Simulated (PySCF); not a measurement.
# Field gradients at the hydrogen positions

C5H16Si2.
Cartesian coordinates in Å at the PBE0-D3(BJ)/def2-SVP level; atoms count from 1:
```xyz
23
C5H16Si2 angstrom
C     -2.6291    1.1629   -0.0906
C     -1.2960    0.5365   -0.4765
C     -0.7587   -0.4904    0.5299
C     -0.4545    0.1103    1.9035
Si     0.7123   -1.4382   -0.2019
C      2.0565   -0.3284   -0.9272
Si     2.8607    0.9504    0.1917
H     -2.9890    1.8476   -0.8738
H     -3.4013    0.3909    0.0586
H     -2.5554    1.7433    0.8416
H     -0.5441    1.3353   -0.6112
H     -1.4025    0.0567   -1.4661
H     -1.5342   -1.2706    0.6621
H     -1.3627    0.5011    2.3894
H     -0.0171   -0.6343    2.5865
H      0.2576    0.9481    1.8293
H      1.3201   -2.3093    0.8558
H      0.2026   -2.3263   -1.2979
H      1.6506    0.1902   -1.8131
H      2.8539   -0.9963   -1.2985
H      3.2561    0.3457    1.5017
H      1.9261    2.0856    0.4652
H      4.0873    1.5168   -0.4523
```

Level: PBE0/pcSseg-1 (PySCF, non-relativistic); Q(2H) = 0.00286 b; rigid geometry, the same for H and D, with no vibrational averaging.

**Question.** Rank these positions by the coupling χzz of a deuteron there, largest first.
A. H18 (Si–H hydrogen)
B. H11 (methylene hydrogen)
C. H15 (methyl hydrogen)

**Answer.** C (196 kHz), B (189 kHz), A (93 kHz).

**Question.** Give the electric field gradient Vzz (the principal value of largest size), its asymmetry and the 2H coupling at each hydrogen.

**Answer.** 
```tsv
atom	bonded to	bond length (Å)	Vzz (au)	η	χzz (kHz)
H8	C1	1.101	0.2930	0.02	197
H9	C1	1.102	0.2901	0.02	195
H10	C1	1.101	0.2923	0.02	196
H11	C2	1.105	0.2808	0.03	189
H12	C2	1.105	0.2813	0.04	189
H13	C3	1.108	0.2800	0.02	188
H14	C4	1.102	0.2914	0.02	196
H15	C4	1.101	0.2912	0.02	196
H16	C4	1.102	0.2880	0.03	194
H17	Si5	1.499	0.1387	0.01	93
H18	Si5	1.500	0.1383	0.01	93
H19	C6	1.104	0.2958	0.01	199
H20	C6	1.104	0.2946	0.00	198
H21	Si7	1.496	0.1397	0.02	94
H22	Si7	1.496	0.1403	0.02	94
H23	Si7	1.497	0.1393	0.01	94
```

**Question.** Average by the element that carries the hydrogen.

**Answer.** on C: 194 kHz over 11 positions, mean bond length 1.103 Å; on Si: 94 kHz over 5 positions, mean bond length 1.497 Å.

Geometry: PBE0-D3(BJ)/def2-SVP, one conformer, isolated molecule. The basis is small and wasn't made for field gradients, so the couplings can be 20 % off.
